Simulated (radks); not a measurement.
Results of a calculation; reference values are marked as such.
Question: The mean radii <r> (bohr) of the occupied orbitals of an atom or ion are listed with their occupations. Code: a radial shooting solver on a logarithmic mesh with Libxc functionals. Model: Dirac Kohn-Sham, PBE, spin-unpolarised, spherical densities, finite nucleus; Fermi nuclear charge, rms radius of each element as measured or else 0.836 A^(1/3) + 0.57 fm.

| orbital | occ. | <r> |
|---|---|---|
| 1s1/2 | 2 | 0.07684 |
| 2s1/2 | 2 | 0.3641 |
| 2p1/2 | 2 | 0.3260 |
| 2p3/2 | 4 | 0.3286 |
| 3s1/2 | 2 | 1.155 |
| 3p1/2 | 2 | 1.262 |
| 3p3/2 | 4 | 1.269 |
| 4s1/2 | 1 | 3.602 |

Name the element and its charge. Open shells, if any, are shared by 2j + 1.

Answer: Z = 20, calcium, charge +1: Ca+ in [Ar] 4s1. The 1s radius gives Z: for a bare nucleus <r> = (2 gamma + 1)/(2Z) with gamma = sqrt(1 - (Z/c)^2), 0.07446 bohr for Z = 20, and screening makes it slightly larger (0.07684 here). The occupations add up to 19, and the charge is Z minus that.
